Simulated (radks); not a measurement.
Task: Species: Ga II. Configuration: [Ar] 3d10 4s2. Calculated with a radial shooting solver on a logarithmic mesh with Libxc functionals: non-relativistic Kohn-Sham, LB94 model potential, spin-unpolarised, spherical densities, point nucleus. Some entries of the table are withheld. Estimate them.

orbital,occ.,eigenvalue (eV),r(max) (bohr),<r^2> (bohr^2)
1s,2,-10182.91,0.03261,0.003258
2s,2,-1264.553,0.1857,0.05740
2p,6,(1),(2),0.04480
3s,2,-159.3224,0.5745,0.5109
3p,6,-114.1616,0.5714,0.5545
3d,10,-36.6315,0.5288,0.8070
4s,2,-21.8415,1.807,5.316

Result: 
(1) 2p eigenvalue (eV): -1125.176
(2) 2p r(max) (bohr): 0.1476
